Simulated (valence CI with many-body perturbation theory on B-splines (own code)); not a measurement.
## E1 transitions of Se²⁺

Computed by relativistic CI+MBPT: four valence electrons over a frozen Dirac-Fock core [Ar] 3d10, a basis of 11 s, 11 p, 10 d, 8 f, 5 g, 2 h functions for each j, with the one-electron correlation potential Σ1 (screened to all orders), the two-electron term Σ2, the three-electron term Σ3, Breit, model QED; selected single and double excitations, second order for the rest, scaled by the run's own slope (own B-spline code, finite nucleus).

Against 29 measured levels this calculation errs by 224 cm⁻¹ on average and by 760 at most. These come from a selection out of Moore, Atomic Energy Levels, vol. II, NSRDS-NBS 35 (1971 reprint of NBS Circular 467, 1952), an old analysis. Levels without a partner in it may be off by more. Among the levels kept, up to 2000 cm⁻¹ of a level comes from second order outside the variational space, and about a tenth of that is noise between levels of different J, which matters for small intervals.

Lines 51 to 100 of 490 in falling wavelength, among levels below 231004 cm⁻¹, chosen from the strongest by gf and those to the six lowest levels. Wavelengths and rates use the calculated energies, so an error of 200 cm⁻¹ moves a line at 1977 nm by 4 % and its rate by three times that or more. Electric multipoles are in the length gauge, E1 and E2 with the static RPA response of the core. Weak lines are less certain than strong ones. Lines between different terms over intervals too small for the method are left out, as are lines whose strength nearly cancels. Where a level lies close to another of its J and parity, the split of strength between their lines is uncertain. The highest levels of a list are the least certain.

Names give the largest LS component (configuration and term), which can be under half, so a name can repeat, a term be missing and a line seem to break the LS rules; names also repeat where a configuration has a term twice. Letters in brackets count levels of one name in rising energy.

| λ vac (nm) | Upper | Lower | A (s⁻¹) | log gf | Branch % |
| --- | --- | --- | --- | --- | --- |
| 1977 | 4s2.4p.7p 3P_2 | 4s2.4p.6d 3D°_3 | 2.52e+06 | -0.13 | 1.6 |
| 1917 | 4s2.4p.7p 3D_3 | 4s2.4p.7s 3P°_2 | 1.12e+07 | 0.64 | 10.8 |
| 1888 | 4s2.4p.7p 3D_2 [b] | 4s2.4p.7s 1P°_1 | 4.69e+06 | 0.10 | 3.4 |
| 1806 | 4s2.4p.7p 3D_2 [b] | 4s2.4p.7s 3P°_2 | 7.78e+06 | 0.28 | 5.6 |
| 1785 | 4s2.4p.7p 3D_2 [a] | 4s2.4p.7s 3P°_1 | 1.03e+07 | 0.39 | 3.3 |
| 1732 | 4s2.4p.7p 3P_1 | 4s2.4p.7s 3P°_1 | 5.33e+06 | -0.14 | 3.3 |
| 1710 | 4s2.4p.7p 3P_2 | 4s2.4p.7s 1P°_1 | 9.18e+06 | 0.30 | 5.8 |
| 1705 | 4s2.4p.7p 3S_1 | 4s2.4p.7s 3P°_2 | 1.33e+07 | 0.24 | 14.3 |
| 1691 | 4s2.4p.7p 3P_1 | 4s2.4p.7s 3P°_0 | 9.89e+06 | 0.10 | 6.0 |
| 1668 | 4s2.4p.6p 1D_2 | 4s2.4p.5d 1F°_3 | 6.38e+06 | 0.12 | 3.8 |
| 1666 | 4s2.4p.5f 3D_2 | 4s2.4p.7s 3P°_1 | 3.60e+06 | -0.13 | 0.6 |
| 1642 | 4s2.4p.7p 3P_2 | 4s2.4p.7s 3P°_2 | 9.08e+06 | 0.26 | 5.7 |
| 1620 | 4s2.4p.7p 3P_0 | 4s2.4p.7s 3P°_1 | 1.75e+07 | -0.16 | 17.6 |
| 1504 | 4s2.4p.7p 1S_0 | 4s2.4p.7s 1P°_1 | 1.48e+07 | -0.30 | 27.9 |
| 1445 | 4s2.4p.6p 3P_2 | 4s2.4p.5d 3P°_2 [b] | 2.73e+06 | -0.37 | 0.8 |
| 1423 | 4s2.4p.6p 1S_0 | 4s2.4p.5d 1P°_1 | 2.13e+07 | -0.19 | 10.0 |
| 1364 | 4s2.4p.8s 3P°_1 | 4s2.4p.7p 3P_0 | 5.29e+06 | -0.35 | 0.9 |
| 1337 | 4s2.4p.8s 3P°_2 | 4s2.4p.7p 3P_2 | 9.75e+06 | 0.12 | 2.0 |
| 1333 | 4s2.4p.8s 3P°_1 | 4s2.4p.5f 3D_2 | 6.13e+06 | -0.31 | 1.1 |
| 1320 | 4s2.4p.6p 3S_1 | 4s2.4p.5d 3P°_1 | 7.47e+06 | -0.23 | 4.4 |
| 1315 | 4s2.4p.8s 1P°_1 | 4s2.4p.7p 3P_2 | 1.79e+07 | 0.14 | 2.7 |
| 1308 | 4s2.4p.8s 3P°_0 | 4s2.4p.7p 3P_1 | 3.32e+07 | -0.07 | 6.9 |
| 1298 | 4s2.4p.8s 3P°_2 | 4s2.4p.7p 3S_1 | 8.51e+06 | 0.03 | 1.7 |
| 1294 | 4s2.4p.8s 3P°_1 | 4s2.4p.7p 3P_1 | 6.59e+06 | -0.30 | 1.2 |
| 1293 | 4s2.4p.6p 3P_2 | 4s2.4p.5d 3D°_3 | 9.76e+06 | 0.09 | 2.8 |
| 1287 | 4s2.4p.6p 3D_3 | 4s2.4p.5d 3D°_3 | 4.41e+06 | -0.12 | 3.1 |
| 1286 | 4s2.4p.6p 1P_1 | 4s2.4p.5d 1D°_2 | 1.19e+07 | -0.05 | 4.2 |
| 1286 | 4s2.4p.6p 3S_1 | 4s2.4p.5d 3P°_2 [b] | 9.74e+06 | -0.14 | 5.7 |
| 1266 | 4s2.4p.8s 3P°_1 | 4s2.4p.7p 3D_2 [a] | 2.20e+07 | 0.20 | 3.9 |
| 1255 | 4s.4p2.4d 5F_1 [b] | 4s2.4p.5d 3F°_2 | 5.91e+06 | -0.38 | 1.3 |
| 1249 | 4s2.4p.7d 3D°_3 | 4s2.4p.7p 3P_2 | 8.87e+06 | 0.16 | 2.4 |
| 1248 | 4s2.4p.6p 3P_1 | 4s2.4p.5d 3P°_2 [a] | 1.38e+07 | -0.01 | 3.4 |
| 1245 | 4s2.4p.8s 3P°_2 | 4s2.4p.7p 3D_2 [b] | 1.05e+07 | 0.08 | 2.1 |
| 1226 | 4s2.4p.8s 1P°_1 | 4s2.4p.7p 3D_2 [b] | 1.09e+07 | -0.13 | 1.6 |
| 1213 | 4s2.4p.7d 3D°_1 | 4s2.4p.7p 3P_0 | 2.33e+07 | 0.19 | 4.5 |
| 1209 | 4s2.4p.7d 3F°_2 | 4s2.4p.7p 3D_2 [a] | 4.52e+06 | -0.30 | 2.4 |
| 1208 | 4s2.4p.7d 3F°_3 | 4s2.4p.5f 3D_2 | 8.28e+06 | 0.10 | 2.1 |
| 1197 | 4s2.4p.8s 3P°_2 | 4s2.4p.7p 3D_3 | 2.46e+07 | 0.42 | 5.0 |
| 1191 | 4s2.4p.7d 3P°_2 | 4s2.4p.7p 3P_1 | 3.58e+07 | 0.58 | 9.2 |
| 1182 | 4s2.4p.6p 3D_2 | 4s2.4p.5d 3F°_3 | 1.71e+07 | 0.25 | 5.8 |
| 1180 | 4s2.4p.7d 1D°_2 | 4s2.4p.7p 3D_2 [b] | 1.19e+07 | 0.09 | 3.6 |
| 1168 | 4s2.4p.7d 3D°_3 | 4s2.4p.7p 3D_2 [b] | 1.78e+07 | 0.41 | 4.8 |
| 1168 | 4s2.4p.7d 3P°_2 | 4s2.4p.7p 3D_2 [a] | 3.55e+06 | -0.44 | 0.9 |
| 1165 | 4s2.4p.8s 3P°_0 | 4s2.4p.7p 3D_1 | 1.90e+07 | -0.41 | 3.9 |
| 1164 | 4s2.4p.8s 1P°_1 | 4s2.4p.7p 1P_1 | 2.35e+07 | 0.16 | 3.5 |
| 1154 | 4s2.4p.8s 3P°_1 | 4s2.4p.7p 3D_1 | 1.34e+07 | -0.09 | 2.4 |
| 1152 | 4s2.4p.7d 3F°_3 | 4s2.4p.7p 3D_2 [a] | 3.29e+07 | 0.66 | 8.1 |
| 1140 | 4s2.4p.4f 3D_1 | 4s2.4p.5d 3F°_2 | 9.03e+06 | -0.28 | 1.3 |
| 1138 | 4s2.4p.6f 3G_5 | 4s2.4p.5g 3H°_6 | 4.38e+06 | -0.03 | 0.8 |
| 1134 | 4s2.4p.7d 3F°_4 | 4s2.4p.7p 3D_3 | 4.50e+07 | 0.89 | 32.5 |
